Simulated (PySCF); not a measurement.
CH₃Cl₂NSi₂, SMILES C1=N[Si](Cl)([SiH2]1)Cl. Atoms are numbered in the order given.

```xyz
9

Cl     1.4261    -0.1192     1.6782
Si     0.2299     0.0200     0.0000
Cl     1.4261    -0.1192    -1.6782
N     -0.7369     1.5349     0.0000
C     -1.9423     1.0729     0.0000
Si    -1.9351    -0.8676     0.0000
H     -2.7986     1.7749     0.0000
H     -2.5013    -1.5188    -1.2175
H     -2.5013    -1.5188     1.2175
```

Geometry: B3LYP-D3(BJ)/def2-SVP. The structure was generated by enumeration, and PubChem lists no compound with its InChIKey, so it may never have been made.

Method: PySCF with PBE/def2-TZVP.

ESP charges are fitted to the potential on shells at 1.4 to 2.0 van der Waals radii. Atomic charges (e):

```tsv
atom	ESP fit	Löwdin
Cl1	-0.07	0.26
Si2	0.23	-0.50
Cl3	-0.07	0.26
N4	-0.39	0.02
C5	0.22	-0.32
Si6	0.02	0.21
H7	0.06	0.12
H8	0.00	-0.02
H9	0.00	-0.02
```

Problem. Give the Mayer and Wiberg (Löwdin basis) orders of the bonds. (Estimate from the structure and the level; the computed values follow.)

Solution. 
| bond | Mayer | Wiberg |
|---|---|---|
| Cl1–Si2 | 1.18 | 1.85 |
| Si2–Cl3 | 1.18 | 1.85 |
| Si2–N4 | 1.01 | 1.20 |
| N4–C5 | 1.85 | 2.29 |
| Si2–Si6 | 0.90 | 1.02 |
| C5–Si6 | 0.91 | 1.10 |
| C5–H7 | 0.89 | 0.88 |
| Si6–H8 | 0.92 | 0.93 |
| Si6–H9 | 0.92 | 0.93 |
